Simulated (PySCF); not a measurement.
Atoms are numbered as in `[O:1]=[S:2](=[O:3])([Cl:4])[C:5]([F:6])([F:7])[F:8]`.

Geometry: PBE0-D3(BJ)/def2-SVP; GIAO absolute shieldings from PySCF, gas phase, non-relativistic, averaged over equivalent atoms.

At PBE0/cc-pVDZ (120 basis functions, 11 s wall time on 1 thread of an Arm Neoverse V2, shared host):
```tsv
atoms	σ (ppm)
O1/O3	47.9
S2	221.3
Cl4	392.9
C5	72.5
F6/F7/F8	280.9
```

Q: What do these become at PBE0/cc-pVTZ?

A: 
```json
{"atoms": "O1/O3", "σ at PBE0/cc-pVTZ": "42.4", "change": "-5.5"}
{"atoms": "S2", "σ at PBE0/cc-pVTZ": "187.8", "change": "-33.5"}
{"atoms": "Cl4", "σ at PBE0/cc-pVTZ": "365.2", "change": "-27.7"}
{"atoms": "C5", "σ at PBE0/cc-pVTZ": "60.1", "change": "-12.4"}
{"atoms": "F6/F7/F8", "σ at PBE0/cc-pVTZ": "263.8", "change": "-17.1"}
```

The largest change is at S2 (sulfonyl sulfur). Cost: 248 basis functions, 30 s wall time on 1 thread of an Arm Neoverse V2, shared host.
